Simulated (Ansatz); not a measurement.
A nudged elastic band was laid between two geometries of ClGaH2 + H3Si (8 atoms, charge 0, multiplicity 2).

Theory: Ansatz, UKS PBE0/def2-SVP.

```yaml
movable_images: 7
climbing_image: yes
spring: 5.0 eV/Å²
optimiser: quadratic models (default)
start_path: through a guess of the saddle point
force_threshold: 0.03 eV/Å
iteration_limit: 60
end_points: relaxed
```

Initial state:

```xyz
8
Properties=species:S:1:pos:R:3
Ga -0.002 0.000 -0.524
Cl -0.004 0.001 1.636
H 1.410 0.000 -1.184
H -1.412 0.000 -1.188
Si 0.005 -0.001 5.485
H -0.767 -1.196 5.941
H 1.421 -0.067 5.957
H -0.651 1.263 5.939
```

Final state:

```xyz
8
Properties=species:S:1:pos:R:3
Ga -0.001 0.001 -0.814
Cl 0.001 0.000 3.277
H 1.381 0.000 -1.618
H -1.381 0.000 -1.618
Si 0.000 0.000 5.347
H -0.761 -1.185 5.829
H 1.407 -0.066 5.830
H -0.646 1.252 5.829
```

(1) What changes between the two ends?

(2) What energy profile does the band end with?

(3) What is the geometry of the highest image?

## Answers

(1) Bonds broken: Ga1–Cl2. Bonds formed: Cl2–Si5. ClGaH2 + H3Si becomes ClH3Si + GaH2.

(2) It converged. The highest image is number 4 of 0 to 8, 0.61 eV above the first end and 0.48 eV above the last; the last end lies 0.12 eV above the first. A vibrational analysis at the climbing image gives 2 clearly imaginary modes (371i, 326i cm⁻¹): a point of higher order, so a lower path passes nearby.

```
image  path coordinate (Å)  energy (eV)  Ga1–Cl2 (Å)  Cl2–Si5 (Å)
    0                 0.00         0.00         2.16         3.85
    1                 0.45         0.01         2.16         3.54
    2                 0.91         0.05         2.16         3.23
    3                 1.36         0.19         2.18         2.91
    4                 1.81         0.61         2.48         2.37
    5                 2.31         0.27         3.02         2.09
    6                 2.81         0.16         3.37         2.07
    7                 3.32         0.13         3.73         2.07
    8                 3.82         0.12         4.09         2.07
```

(3) 
```xyz
8
Properties=species:S:1:pos:R:3
Ga -0.001 -0.001 0.031
Cl 0.000 -0.001 2.514
H 1.397 0.001 -0.716
H -1.398 0.001 -0.719
Si 0.002 0.000 4.888
H -0.765 -1.192 5.352
H 1.415 -0.067 5.359
H -0.649 1.259 5.352
```

Run time: 110 s on 4 threads of Intel(R) Xeon(R) CPU @ 2.60GHz (Ice Lake), with other jobs on the host, peak memory 0.34 GiB.
